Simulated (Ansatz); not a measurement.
CH3Cl2Si: structure from calculated spectroscopic constants

These gas-phase data were calculated for one isomer of CH3Cl2Si at PBE0-D3(BJ)/def2-SVP (harmonic, unscaled wavenumbers; equilibrium rotational constants with average atomic masses):

| Item | Value |
| --- | --- |
| rotational constants | 4.406, 2.356, 1.647 GHz |
| all wavenumbers above 1500 cm⁻¹ | 3186, 3172, 3059 |
| dipole moment | 2.10 D (PBE0/def2-TZVPD) |

Candidates:

(1) `[CH2][SiH](Cl)Cl`, a doublet
(2) `C[Si](Cl)Cl`, a doublet

Q: Which structure fits?

A: Candidate (2). No mode falls between 2000 and 2380 cm⁻¹, where the Si–H stretch of (1) would stand.

The same quantities for all candidates:

```
     rotational constants (GHz)  wavenumbers above 1500 cm⁻¹  dipole (D)  E above the lowest, PBE0-D3(BJ)/def2-SVP (kcal/mol)
(1)         4.435, 2.388, 1.704             3274, 3160, 2294        2.01                                                 14.9
(2)         4.406, 2.356, 1.647             3186, 3172, 3059        2.10                                                  0.0
```

Harmonic stretches to hydrogen usually lie a few per cent above observed fundamentals. Each candidate is one conformer. Open shells are spin-unrestricted. Programs: Ansatz 0.2.0.
